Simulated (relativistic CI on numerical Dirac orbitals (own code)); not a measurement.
**Er⁴⁸⁺: computed level list**

Computed by Dirac-Coulomb-Breit CI, KLI orbitals optimised for each configuration, a model potential for QED, unscaled Slater integrals (own radial code, finite nucleus).

Configuration list (outside the closed core [Ne]): 3s²3p⁶3d², 3s²3p⁵3d³, 3s3p⁶3d³, 3s²3p⁶3d4s, 3s²3p⁶3d4p, 3s²3p⁶3d4d, 3s²3p⁵3d²4s, 3s²3p⁶3d4f, 3s²3p⁵3d²4p, 3s²3p⁵3d²4d, 3p⁶3d⁴, 3p⁵3d⁵, 3p⁵3d⁴4s, 3p⁶3d³4s, 3p⁵3d³4s². Double excitations out of closed p, d and f shells are left out; levels of such configurations are missing from the list, as are those of other unlisted configurations, and high levels can miss mixing partners. These lack a partner that the ground configuration has and come out too high: 3s²3p⁵3d²4p, 3s²3p⁵3d²4d.

The lowest level is 3s²3p⁶3d² ³F2, with 75 % of that term; Hund's rules for 3s²3p⁶3d² give ³F with J = 2, in agreement.

| No. | Configuration | Term | J | E (eV) | % | Next component (%) | jj configuration (%) |
| --- | --- | --- | --- | --- | --- | --- | --- |
| 1 | 3s²3p⁶3d² | ³F | 2 | 0.000 | 75 | 22 ¹D | 3d3/2^2 (99) |
| 2 | 3s²3p⁶3d² | ³P | 0 | 21.020 | 73 | 27 ¹S | 3d3/2^2 (98) |
| 3 | 3s²3p⁶3d² | ³F | 3 | 47.505 | 100 |  | 3d3/2 3d5/2 (100) |
| 4 | 3s²3p⁶3d² | ³P | 2 | 57.208 | 49 | 31 ¹D | 3d3/2 3d5/2 (99) |
| 5 | 3s²3p⁶3d² | ¹G | 4 | 59.943 | 65 | 35 ³F | 3d3/2 3d5/2 (97) |
| 6 | 3s²3p⁶3d² | ³P | 1 | 61.398 | 100 |  | 3d3/2 3d5/2 (100) |
| 7 | 3s²3p⁶3d² | ³F | 4 | 102.893 | 65 | 35 ¹G | 3d5/2^2 (97) |
| 8 | 3s²3p⁶3d² | ³P | 2 | 110.041 | 48 | 46 ¹D | 3d5/2^2 (100) |
| 9 | 3s²3p⁶3d² | ¹S | 0 | 133.376 | 73 | 27 ³P | 3d5/2^2 (98) |
| 10 | 3p⁵3d³(2D) | ³D° | 2 | 242.454 | 26 | 22 ⁵F° | 3p3/2^3 3d3/2^3 (95) |
| 11 | 3p⁵3d³(4F) | ⁵D° | 1 | 246.042 | 31 | 21 ⁵F° | 3p3/2^3 3d3/2^3 (90) |
| 12 | 3p⁵3d³(4F) | ⁵D° | 0 | 250.312 | 58 | 37 ³P° | 3p3/2^3 3d3/2^3 (93) |
| 13 | 3p⁵3d³(2D) | ³F° | 3 | 252.497 | 24 | 18 ³G° | 3p3/2^3 3d3/2^3 (95) |
| 14 | 3p⁵3d³(4F) | ⁵F° | 3 | 282.224 | 38 | 27 ⁵D° | 3p3/2^3 3d3/2^2 3d5/2 (95) |
| 15 | 3p⁵3d³(4F) | ⁵G° | 4 | 287.190 | 35 | 28 ⁵F° | 3p3/2^3 3d3/2^2 3d5/2 (95) |
| 16 | 3p⁵3d³(4P) | ⁵S° | 2 | 288.317 | 33 | 21 ³P° | 3p3/2^3 3d3/2^2 3d5/2 (94) |
| 17 | 3p⁵3d³(2G) | ³F° | 2 | 290.765 | 39 | 38 ⁵D° | 3p3/2^3 3d3/2^2 3d5/2 (95) |
| 18 | 3p⁵3d³(4F) | ⁵D° | 1 | 292.795 | 40 | 35 ³D° | 3p3/2^3 3d3/2^2 3d5/2 (96) |
| 19 | 3p⁵3d³(2F) | ³G° | 5 | 294.765 | 29 | 29 ³H° | 3p3/2^3 3d3/2^2 3d5/2 (93) |
| 20 | 3p⁵3d³(4F) | ³G° | 3 | 295.601 | 42 | 28 ³F° | 3p3/2^3 3d3/2^2 3d5/2 (95) |
| 21 | 3p⁵3d³(2G) | ³H° | 6 | 296.478 | 44 | 23 ³I° | 3p3/2^3 3d3/2^2 3d5/2 (98) |
| 22 | 3p⁵3d³(2G) | ³F° | 4 | 296.702 | 33 | 18 ³G° | 3p3/2^3 3d3/2^2 3d5/2 (96) |
| 23 | 3p⁵3d³(4P) | ³P° | 0 | 296.779 | 44 | 32 ⁵D° | 3p3/2^3 3d3/2^2 3d5/2 (90) |
| 24 | 3p⁵3d³(4F) | ³G° | 4 | 302.459 | 35 | 18 ¹G° | 3p3/2^3 3d3/2^2 3d5/2 (95) |
| 25 | 3p⁵3d³(4F) | ³G° | 3 | 304.212 | 24 | 21 ⁵D° | 3p3/2^3 3d3/2^2 3d5/2 (94) |
| 26 | 3p⁵3d³(4P) | ³D° | 2 | 304.297 | 32 | 24 ¹D° | 3p3/2^3 3d3/2^2 3d5/2 (96) |
| 27 | 3p⁵3d³(2P) | ³S° | 1 | 304.979 | 34 | 25 ³P° | 3p3/2^3 3d3/2^2 3d5/2 (96) |
| 28 | 3p⁵3d³(2G) | ³G° | 5 | 310.055 | 33 | 28 ¹H° | 3p3/2^3 3d3/2^2 3d5/2 (95) |
| 29 | 3p⁵3d³(4P) | ⁵D° | 4 | 318.912 | 39 | 28 ³F° | 3p3/2^3 3d3/2^2 3d5/2 (86) |
| 30 | 3p⁵3d³(4P) | ³P° | 2 | 323.197 | 32 | 21 ³D° | 3p3/2^3 3d3/2^2 3d5/2 (91) |

Energies count from the lowest computed level; ° marks odd parity. Percentages are summed over parent terms; the parents shown are those of the largest component, closed shells are left out there. Filled j subshells are mostly left out of the jj labels.

The mean weight of the leading LS term, summed over parents, in these 30 levels is 46 %, and that of the leading jj configuration (from the same eigenvectors) 95 %, so jj coupling describes them better and the LS labels are nominal.

At this charge energies of transitions that change n are usually good to better than 1 %, and those within a shell (Δn = 0) to a few per cent.

LS names give the leading component of a level, which can be under half, so a name can repeat, a term be missing and a line seem to break the LS rules.
